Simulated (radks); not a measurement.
Spherical quantum dot in the effective-mass picture: electrons in a parabolic well V = omega^2 r^2 / 2 with omega = 0.272, all in effective atomic units (hartree* = m*/eps^2 hartree, bohr* = eps/m* bohr), one dielectric constant everywhere. Method: non-relativistic Kohn-Sham, LDA (Slater exchange, Perdew-Wang correlation), spin-polarised, spherical densities; computed with a radial shooting solver with Libxc functionals. Levels are named by radial order and angular momentum (1s, 1p, 1d, 2s, ...), and open shells are averaged over m. Results are scaled to m* = 0.044 and eps = 14.7, for which hartree* = 5.541 meV and bohr* = 17.68 nm.

N = 2, configuration 1s2. This is the lowest configuration that the search found. Occupied and some empty levels:

| level | occupation | eigenvalue (meV) | <r> (nm) |
|---|---|---|---|
| 1s | 2 | 4.9934 | 43.32 |
| 1p | 0 | 6.1814 | 55.15 |
| 1d | 0 | 7.4784 | 64.51 |
| 2s | 0 | 7.6699 | 59.26 |

Energy (meV): total 6.57342, kinetic 1.7999, external 2.8597, Hartree 4.0603, exchange-correlation -2.1465.
